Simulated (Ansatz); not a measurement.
Geometry optimisation, RKS PBE/def2-SVP (Ansatz 0.2.0).

Input:

```yaml
crystal:
  periodic: [false, false, false]
  atoms:
    - { symbol: In, position_ang: [-0.115574, -0.289813, -0.06743] }
    - { symbol: Cl, position_ang: [0.084443, -0.452099, 2.33881] }
    - { symbol: O, position_ang: [1.519018, -0.40213, -1.216313] }
    - { symbol: H, position_ang: [2.28669, -0.598593, -0.640336] }
    - { symbol: Cl, position_ang: [-2.222564, -0.077131, -1.066524] }
    - { symbol: H, position_ang: [-0.240163, 2.49164, 0.961985] }
    - { symbol: H, position_ang: [-0.153549, 1.950526, 1.436009] }
basis:
  gaussian: { orbitals: def2-SVP }
hamiltonian:
  xc: pbe
relax:
  f_tol: 0.03
  max_steps: 50
```

Command:

```bash
$ ansatz run input.yaml --threads 2 --pin off --max-ram 3072MiB --backend cpu --events-out ev --progress --plain --runs-dir out
```

**Question.** Where does it end, and by what steps?

**Answer.** The run converged. After 5 steps the energy has fallen by 0.109 eV; Cl2 moved furthest, 0.40 Å.

```json
{"step": "0", "energy less start (eV)": "0.0000", "largest force component (eV/Å)": "1.423", "accepted": "yes"}
{"step": "1", "energy less start (eV)": "-0.0938", "largest force component (eV/Å)": "0.098", "accepted": "yes"}
{"step": "2", "energy less start (eV)": "-0.0961", "largest force component (eV/Å)": "0.101", "accepted": "yes"}
{"step": "3", "energy less start (eV)": "-0.1043", "largest force component (eV/Å)": "0.315", "accepted": "yes"}
{"step": "4", "energy less start (eV)": "-0.1076", "largest force component (eV/Å)": "0.174", "accepted": "yes"}
{"step": "5", "energy less start (eV)": "-0.1089", "largest force component (eV/Å)": "0.029", "accepted": "yes"}
```

```xyz
7
Properties=species:S:1:pos:R:3
In -0.145 -0.309 0.047
Cl 0.020 -0.842 2.345
O 1.491 -0.230 -1.115
H 2.270 -0.455 -0.566
Cl -2.250 -0.027 -0.947
H -0.176 2.418 0.653
H -0.051 2.067 1.329
```

Whether the end is a true minimum wasn't checked by a vibrational analysis.

The run took 4.5 s on 2 threads of AMD EPYC 9R45 96-Core Processor (Zen 5), with other jobs on the host, peak memory 0.15 GiB.
